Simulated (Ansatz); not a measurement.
A nudged elastic band was laid between two geometries of H4Si + H5NOSi (13 atoms, charge 0, multiplicity 1).

All numbers below come from UKS PBE/6-31G* (Ansatz).

```yaml
movable_images: 7
climbing_image: yes
spring: 5.0 eV/Å²
optimiser: quadratic models (default)
start_path: through a guess of the saddle point
force_threshold: 0.05 eV/Å
iteration_limit: 60
end_points: relaxed
```

First end point:

```xyz
13
Properties=species:S:1:pos:R:3
Si 0.195 -1.634 0.203
O -0.593 -0.145 0.196
H -0.245 -2.214 -1.105
H 1.693 -1.514 0.275
N -0.197 -2.590 1.595
H -0.048 2.830 0.286
Si 0.032 2.755 -1.211
H -0.489 0.339 1.039
H -1.089 -3.073 1.701
H 0.542 -3.026 2.143
H 1.156 1.855 -1.620
H -1.268 2.277 -1.776
H 0.310 4.139 -1.726
```

Last end point:

```xyz
13
Properties=species:S:1:pos:R:3
Si 0.376 -1.276 -0.771
O -1.136 0.993 1.956
H -0.700 -1.868 -1.660
H 1.667 -1.890 -1.239
N 0.213 -1.471 0.953
H -1.528 1.446 1.182
Si 0.429 1.031 -1.233
H -0.303 1.485 2.104
H -0.397 -0.788 1.426
H 0.079 -2.413 1.324
H 1.361 1.777 -0.316
H 0.868 1.300 -2.645
H -0.928 1.674 -1.079
```

What changes between the two ends?

Bonds broken: Si1–O2, H6–Si7. Bonds formed: Si1–Si7, O2–H6. H4Si + H5NOSi becomes H2O + H7NSi2.

Give the energies along the band, and the barrier.

The forces met the threshold. The highest image is number 5 of 0 to 8, 2.25 eV above the first end and 1.42 eV above the last; the last end lies 0.82 eV above the first. Neighbouring images differ by up to 2.1 eV, so the band resolves the path poorly. A vibrational analysis at the climbing image gives one clearly imaginary mode, 911i cm⁻¹: a first-order saddle point. The orbitals stay closed-shell, which can raise the energy where a bond breaks towards radicals; this wasn't checked here.

```tsv
image	path coordinate (Å)	energy (eV)	Si1–O2 (Å)	H6–Si7 (Å)	Si1–Si7 (Å)
0	0.00	0.00	1.68	1.50	4.61
1	1.73	0.01	1.68	1.50	4.46
2	3.45	0.01	1.68	1.50	4.36
3	5.18	0.05	1.68	1.50	4.34
4	6.90	0.17	1.68	1.50	3.72
5	8.63	2.25	1.92	1.97	2.79
6	10.20	1.11	2.62	2.68	2.38
7	11.77	0.89	3.52	3.13	2.36
8	13.34	0.82	3.86	3.14	2.35
```

What is the geometry of the highest image?


```xyz
13
Properties=species:S:1:pos:R:3
Si -0.098 -0.834 -0.063
O -1.347 0.250 0.922
H -1.065 -1.286 -1.108
H 1.308 -0.839 -0.605
N 0.187 -1.835 1.344
H -0.856 1.035 0.232
Si 0.383 1.693 -1.153
H -0.959 0.403 1.817
H -0.580 -2.213 1.902
H 0.983 -2.472 1.325
H 1.781 2.016 -0.685
H 0.543 1.054 -2.512
H -0.281 3.028 -1.415
```

The band took 30 iterations and roughly 13 core-minutes.

The run took 6.5 min on 2 threads of AMD EPYC 9R14 (Zen 4), on a shared host, peak memory 0.19 GiB.
